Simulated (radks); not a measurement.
Values are calculated unless marked as measured or tabulated.
Question: The table gives one normalised radial function P(r) = r R(r) (large component) of Dy1.4+ in [Kr] 4d10 4f10 5s1.6 5p6 6s1 (r in bohr). Code: a radial shooting solver on a logarithmic mesh with Libxc functionals. Model: Dirac Kohn-Sham, PBEsol, spin-unpolarised, spherical densities, finite nucleus; open shells fill j = l - 1/2 first; Fermi nuclear charge, rms radius 5.2218 fm.

r           P
0.003484   0.0396
0.004721   0.0468
0.006398   0.0532
0.008741   0.0567
0.01185    0.0543
0.01606    0.0426
0.02176    0.0183
0.02949   -0.0185
0.03997   -0.0605
0.05417   -0.0884
0.07341   -0.0754
0.09949   -0.0060
0.1348     0.0903
0.1827     0.1283
0.2477     0.0341
0.3356    -0.1334
0.4549    -0.1791
0.6165     0.0048
0.8355     0.2518
1.141      0.2803
1.547      0.0032
2.097     -0.3848
2.841     -0.6106
3.851     -0.5527
5.219     -0.3088
7.073     -0.1009
9.586     -0.0166

Which n and l does it have? It may be an empty orbital.

Answer: n = 6, l = 0: the number of nodes gives n - l - 1 = 5, the rise at small r points to l (this Dirac orbital starts outside the nucleus as r^gamma with gamma = sqrt((l + 1)^2 - (Z/c)^2) = 0.88; the j = 1/2 orbital of l + 1 starts with the same power, but with a smaller coefficient, and then steepens), and the extent must fit the shell. The curve is that of 6s1/2. 6s1/2: eigenvalue -11.778 eV, 5 radial nodes at r = 0.0256, 0.101, 0.264, 0.613, 1.55 bohr, <r> = 3.49 bohr, 90 % of the charge inside 5.04 bohr.
